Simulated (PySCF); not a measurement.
# Field gradients at the hydrogen positions

Species: C6H14OSi2.
Atom-mapped SMILES: `[CH2:1]=[CH:2][Si:3]1([O:4][CH2:5][CH3:6])[CH2:7][SiH2:8][CH2:9]1` (hydrogens: H10, H11 on C1; H12 on C2; H13, H14 on C5; H15, H16, H17 on C6; H18, H19 on C7; H20, H21 on Si8; H22, H23 on C9)

Geometry (GFN2-xTB, Å), atoms numbered from 1 in this order:
```
atom  x, y, z in Å
C1    -1.3225    2.9085   -0.0992
C2    -0.2447    2.1526    0.0403
Si3   -0.2875    0.2711    0.1708
O4     1.1610   -0.3693    0.5474
C5     2.3401   -0.3250   -0.2078
C6     3.3046   -1.3912    0.2876
C7    -1.5805   -0.4502    1.3765
Si8   -2.5860   -1.1885   -0.0721
C9    -1.2309   -0.5679   -1.2776
H10   -2.3067    2.4716   -0.1555
H11   -1.2786    3.9855   -0.1628
H12    0.7214    2.6417    0.0950
H13    2.7914    0.6702   -0.1108
H14    2.1080   -0.4877   -1.2666
H15    4.2156   -1.3720   -0.3046
H16    3.5514   -1.2153    1.3313
H17    2.8433   -2.3716    0.2021
H18   -1.1911   -1.1828    2.0758
H19   -2.1071    0.2980    1.9604
H20   -3.8788   -0.5311   -0.2830
H21   -2.7646   -2.6417   -0.0355
H22   -0.6797   -1.3699   -1.7634
H23   -1.5831    0.0920   -2.0653
```

Level: PBE0/pcSseg-1 (PySCF, non-relativistic); Q(2H) = 0.00286 b; rigid geometry, the same for H and D, with no vibrational averaging.

Question: Rank these positions by the coupling χzz of a deuteron there, largest first.
A. H20 (Si–H hydrogen)
B. H17 (methyl hydrogen)
C. H18 (methylene hydrogen)
D. H13 (methylene hydrogen)
E. H12 (vinylic hydrogen)

Answer: C (226 kHz), E (219 kHz), B (212 kHz), D (194 kHz), A (109 kHz).

Give the electric field gradient Vzz (the principal value of largest size), its asymmetry and the 2H coupling at each hydrogen.

| atom | bonded to | bond length (Å) | Vzz (au) | η | χzz (kHz) |
| --- | --- | --- | --- | --- | --- |
| H10 | C1 | 1.078 | 0.3326 | 0.05 | 224 |
| H11 | C1 | 1.080 | 0.3308 | 0.04 | 222 |
| H12 | C2 | 1.084 | 0.3265 | 0.03 | 219 |
| H13 | C5 | 1.097 | 0.2883 | 0.06 | 194 |
| H14 | C5 | 1.096 | 0.2877 | 0.08 | 193 |
| H15 | C6 | 1.087 | 0.3166 | 0.03 | 213 |
| H16 | C6 | 1.087 | 0.3154 | 0.02 | 212 |
| H17 | C6 | 1.087 | 0.3155 | 0.02 | 212 |
| H18 | C7 | 1.085 | 0.3357 | 0.03 | 226 |
| H19 | C7 | 1.085 | 0.3348 | 0.03 | 225 |
| H20 | Si8 | 1.466 | 0.1625 | 0.02 | 109 |
| H21 | Si8 | 1.465 | 0.1628 | 0.01 | 109 |
| H22 | C9 | 1.088 | 0.3325 | 0.03 | 223 |
| H23 | C9 | 1.086 | 0.3332 | 0.03 | 224 |

Average by the element that carries the hydrogen.

on C: 216 kHz over 12 positions, mean bond length 1.087 Å; on Si: 109 kHz over 2 positions, mean bond length 1.465 Å.

How does χzz go with the bond length over the 12 C–H bonds?

A straight-line fit has a slope of -17.9 kHz for each 0.01 Å, with a correlation coefficient of -0.85, over lengths from 1.078 to 1.097 Å. The longer bonds have the smaller couplings here.

Give the 2H NMR doublet splittings at H13 for a magnetic field along the z, y and x axes of the gradient: 3χ/2, 3χ(1 + η)/4, 3χ(1 − η)/4.

With |χ| = 193.7 kHz and η = 0.065: 291, 155 and 136 kHz, to first order and without motion.

Geometry: GFN2-xTB, one conformer, isolated molecule. GFN2-xTB bond lengths can be off by several hundredths of an ångström, more for odd bonds, and the gradients follow them. The basis is small and wasn't made for field gradients, so the couplings can be 20 % off.

The run behind these numbers computed NMR shieldings as well. Hardware: one thread, Intel Xeon at 2.50 GHz (x86_64), no GPU (shared host). Cost: 3.3 min wall, 2.4 min CPU, 1.1 GiB resident at most.
